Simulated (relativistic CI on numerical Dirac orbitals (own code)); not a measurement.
Level scheme of Tl LXXXI

Computed by Dirac equation for one electron, model QED (radiative potential, 1s self-energy scaled to tabulated hydrogen-like ionisation energies) (own radial code, finite nucleus).

Configuration list: 1s, 2s, 2p, 3s, 3p, 3d, 4s, 4p, 4d, 4f, 5s, 5p, 5d, 5f, 5g, 6s, 6p, 6d. Levels of other configurations are missing.

The lowest level is 1s 2S_1/2, with 100 % of that term; Hund's rules for 1s give 2S with J = 1/2, in agreement.

```
No.  Configuration  Term    J  E (10³ cm⁻¹)    %  Landé g
  1             1s    2S  1/2             0  100    1.745
  2             2p   2P°  1/2        590915  100    0.600
  3             2s    2S  1/2        591208  100    1.936
  4             2p   2P°  3/2        611142  100    1.286
  5             3p   2P°  1/2        706742  100    0.637
  6             3s    2S  1/2        706829  100    1.974
  7             3d    2D  3/2        712757  100    0.778
  8             3p   2P°  3/2        712771  100    1.313
  9             3d    2D  5/2        714414  100    1.180
 10             4p   2P°  1/2        746399  100    0.650
 11             4s    2S  1/2        746435  100    1.986
 12             4d    2D  3/2        748914  100    0.788
 13             4p   2P°  3/2        748919  100    1.322
 14             4f   2F°  5/2        749616  100    0.845
 15             4d    2D  5/2        749618  100    1.189
 16             4f   2F°  7/2        749953  100    1.132
 17             5p   2P°  1/2        764388  100    0.656
 18             5s    2S  1/2        764407  100    1.992
 19             5d    2D  3/2        765664  100    0.792
 20             5p   2P°  3/2        765667  100    1.326
 21             5f   2F°  5/2        766024  100    0.850
 22             5d    2D  5/2        766025  100    1.193
 23             5g    2G  7/2        766197  100    0.881
 24             5f   2F°  7/2        766198  100    1.136
 25             5g    2G  9/2        766300  100    1.104
 26             6p   2P°  1/2        774012  100    0.659
 27             6s    2S  1/2        774023  100    1.995
 28             6d    2D  3/2        774745  100    0.794
 29             6p   2P°  3/2        774747  100    1.329
 30             6d    2D  5/2        774954  100    1.195
```

Energies count from the lowest computed level; ° marks odd parity.
